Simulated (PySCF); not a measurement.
## A thermochemical cycle for SnF

r²SCAN in PySCF with x2c-SVPall on every atom, spin-free X2C, for the lowest determinant that a PBE0 search found; no spin–orbit coupling. SnF, a doublet (π ↑), has De = 4.80 eV to neutral atoms, and SnF⁺, a singlet (closed shell), has De = 5.10 eV to Sn⁺ + F.

At the same level the Sn atom ionises at 7.44 eV.

Task: What is the adiabatic ionisation energy of the molecule, and does ionisation strengthen or weaken the bond?

Result: IE = IE(Sn) + De(neutral) − De(ion) = 7.44 + 4.80 − 5.10 = 7.14 eV. De changes by +0.30 eV, so ionisation strengthens the bond.

These are scalar-relativistic numbers at best; spin–orbit coupling would shift them, the dissociation energy most. For an ion De counts to the pair picked by the measured ionisation energies or electron affinities, which need not be the lowest pair at this level. States were picked by a PBE0 search and need not be the measured ground states.
